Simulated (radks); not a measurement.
Values are calculated unless marked as measured or tabulated.
Isoelectronic series with 14 electrons, all held in the configuration [Ne] 3s2 3p2, which need not be the ground one along the series. Level of theory: Dirac Kohn-Sham, PBE, spin-unpolarised, spherical densities, point nucleus; open shells fill j = l - 1/2 first (a radial shooting solver on a logarithmic mesh with Libxc functionals). Total energies (hartree) and mean radii <r> (bohr):

| ion | E (hartree) | 3p1/2 | 3s1/2 | 2p3/2 | 2p1/2 |
|---|---|---|---|---|---|
| Si | -289.83876 | 2.791 | 2.164 | 0.5383 | 0.5361 |
| P+ | -341.54844 | 2.133 | 1.821 | 0.4857 | 0.4835 |
| S2+ | -397.80112 | 1.763 | 1.578 | 0.4425 | 0.4402 |
| Cl3+ | -458.59096 | 1.515 | 1.396 | 0.4063 | 0.4040 |
| Ar4+ | -523.91923 | 1.333 | 1.254 | 0.3756 | 0.3733 |
| K5+ | -593.79100 | 1.193 | 1.140 | 0.3492 | 0.3468 |
| Ca6+ | -668.21373 | 1.081 | 1.046 | 0.3263 | 0.3238 |
| Sc7+ | -747.19658 | 0.9890 | 0.9662 | 0.3062 | 0.3037 |
| Ti8+ | -830.75013 | 0.9121 | 0.8983 | 0.2885 | 0.2858 |
| V9+ | -918.88611 | 0.8466 | 0.8395 | 0.2726 | 0.2699 |
| Cr10+ | -1011.61730 | 0.7901 | 0.7881 | 0.2585 | 0.2557 |
| Mn11+ | -1108.95747 | 0.7408 | 0.7427 | 0.2457 | 0.2428 |
| Fe12+ | -1210.92129 | 0.6973 | 0.7023 | 0.2341 | 0.2311 |
| Co13+ | -1317.52435 | 0.6587 | 0.6661 | 0.2235 | 0.2205 |
| Ni14+ | -1428.78314 | 0.6242 | 0.6334 | 0.2139 | 0.2108 |
| Cu15+ | -1544.71500 | 0.5931 | 0.6038 | 0.2051 | 0.2019 |
| Zn16+ | -1665.33817 | 0.5650 | 0.5768 | 0.1969 | 0.1936 |
| Ga17+ | -1790.67179 | 0.5394 | 0.5521 | 0.1894 | 0.1860 |
| Ge18+ | -1920.73586 | 0.5160 | 0.5294 | 0.1824 | 0.1789 |
| As19+ | -2055.55132 | 0.4945 | 0.5084 | 0.1759 | 0.1724 |
